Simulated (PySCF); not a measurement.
Cl₂Sr, singlet, at a GFN2-xTB geometry (such geometries of metal compounds can be far from the true shape) (core potentials on Sr); DF-WB97X-V/def2-TZVP (PySCF).

The PySCF input:
```python
from pyscf import gto, scf, dft

mol = gto.M(
    atom='''
Sr    0.29122395   -0.61094818    0.12088586
Cl    1.08031446    1.07365832   -1.54654975
Cl   -1.73128564    0.29199055    1.27633429
''',
    basis='def2-tzvp',
    ecp={'Sr': 'def2-tzvp'},
    verbose=4,
)

mf = dft.RKS(mol)
mf.xc = 'wb97x_v'
mf = mf.density_fit(auxbasis='def2-universal-jkfit')
mf.kernel()
```

Output, abridged:

```
PySCF version 2.14.0

[INPUT] verbose = 4
[INPUT] num. atoms = 3
[INPUT] num. electrons = 44
[INPUT] charge = 0
[INPUT] spin (= nelec alpha-beta = 2S) = 0
[INPUT] symmetry False subgroup None
[INPUT] Mole.unit = angstrom
[INPUT] Symbol           X                Y                Z      unit          X                Y                Z       unit  Magmom
[INPUT]  1 Sr     0.291223950000  -0.610948180000   0.120885860000 AA    0.550333506414  -1.154524736501   0.228441167733 Bohr   0.0
[INPUT]  2 Cl     1.080314460000   1.073658320000  -1.546549750000 AA    2.041498457807   2.028920176161  -2.922555465515 Bohr   0.0
[INPUT]  3 Cl    -1.731285640000   0.291990550000   1.276334290000 AA   -3.271655702992   0.551782170461   2.411922251491 Bohr   0.0

nuclear repulsion = 109.687216893141
number of shells = 39
number of NR pGTOs = 179
number of NR cGTOs = 107
basis = def2-tzvp
ecp = {'Sr': 'def2-tzvp'}

******** <class 'pyscf.df.df_jk.DFRKS'> ********
method = DFRKS
initial guess = minao
damping factor = 0
level_shift factor = 0
DIIS = <class 'pyscf.scf.diis.CDIIS'>
diis_start_cycle = 1
diis_space = 8
diis_damp = 0
SCF conv_tol = 1e-09
SCF conv_tol_grad = None
SCF max_cycles = 50
direct_scf = False
XC library pyscf.dft.libxc version 7.1.2
    S. Lehtola, C. Steigemann, M. J. T. Oliveira, and M. A. L. Marques,  SoftwareX 7, 1–5 (2018)
XC functionals = wb97x_v
    N. Mardirossian and M. Head-Gordon,  Phys. Chem. Chem. Phys. 16, 9904–9924 (2014)
radial grids:
    Treutler-Ahlrichs [JCP 102, 346 (1995); DOI:10.1063/1.469408] (M4) radial grids

becke partition: Becke, JCP 88, 2547 (1988); DOI:10.1063/1.454033
pruning grids: <function nwchem_prune>
grids dens level: 3
symmetrized grids: False
atomic radii adjust function: <function treutler_atomic_radii_adjust>
** Following is NLC and NLC Grids **
NLC functional = wb97x_v
radial grids:
    Treutler-Ahlrichs [JCP 102, 346 (1995); DOI:10.1063/1.469408] (M4) radial grids

becke partition: Becke, JCP 88, 2547 (1988); DOI:10.1063/1.454033
pruning grids: <function nwchem_prune>
grids dens level: 3
symmetrized grids: False
atomic radii adjust function: <function treutler_atomic_radii_adjust>
small_rho_cutoff = 0
Set gradient conv threshold to 3.16228e-05
Initial guess from minao.
tot grids = 59672
tot grids = 59672
******** <class 'pyscf.df.df.DF'> ********
auxbasis = def2-universal-jkfit
Create RSH-DF object <pyscf.df.df.DF object> for omega=0.3
******** <class 'pyscf.df.df.DF'> ********
auxbasis = auxmol.basis = def2-universal-jkfit
init E= -949.375296573431
  HOMO = -0.553711915414878  LUMO = -0.253696021781494  gap/eV = 8.16385
cycle= 1 E= -951.087221264521  delta_E= -1.71  |g|= 0.467  |ddm|= 2.63
  HOMO = -0.300718318942201  LUMO = -0.0297000801941724  gap/eV = 7.37478
cycle= 2 E= -951.14049138068  delta_E= -0.0533  |g|= 0.285  |ddm|= 0.878
  HOMO = -0.368017104750315  LUMO = -0.0274708776495078  gap/eV = 9.26673
cycle= 3 E= -951.156325023222  delta_E= -0.0158  |g|= 0.0355  |ddm|= 0.263
  HOMO = -0.369554137073673  LUMO = -0.0285608760057125  gap/eV = 9.27890
cycle= 4 E= -951.156840549092  delta_E= -0.000516  |g|= 0.00973  |ddm|= 0.0534
  HOMO = -0.369887028631495  LUMO = -0.0275679703876503  gap/eV = 9.31498
cycle= 5 E= -951.156959191868  delta_E= -0.000119  |g|= 0.00358  |ddm|= 0.0342
  HOMO = -0.369570284253898  LUMO = -0.0277826314791093  gap/eV = 9.30052
cycle= 6 E= -951.156970696432  delta_E= -1.15e-05  |g|= 0.00124  |ddm|= 0.00921
  HOMO = -0.3695581582981  LUMO = -0.0277898888939117  gap/eV = 9.29999
cycle= 7 E= -951.156972219846  delta_E= -1.52e-06  |g|= 0.000203  |ddm|= 0.00457
  HOMO = -0.369544706908897  LUMO = -0.0277869990236119  gap/eV = 9.29970
cycle= 8 E= -951.156972244884  delta_E= -2.5e-08  |g|= 6.92e-05  |ddm|= 0.000461
  HOMO = -0.369544554558403  LUMO = -0.0277910690229289  gap/eV = 9.29959
cycle= 9 E= -951.156972247476  delta_E= -2.59e-09  |g|= 1.02e-05  |ddm|= 0.000127
  HOMO = -0.369545881508836  LUMO = -0.0277913878461821  gap/eV = 9.29961
cycle= 10 E= -951.15697224762  delta_E= -1.44e-10  |g|= 2.1e-06  |ddm|= 3.58e-05
  HOMO = -0.369545633624658  LUMO = -0.0277913667225678  gap/eV = 9.29961
Extra cycle  E= -951.156972247624  delta_E= -4.32e-12  |g|= 8.2e-07  |ddm|= 4.43e-06
converged SCF energy = -951.156972247624
```
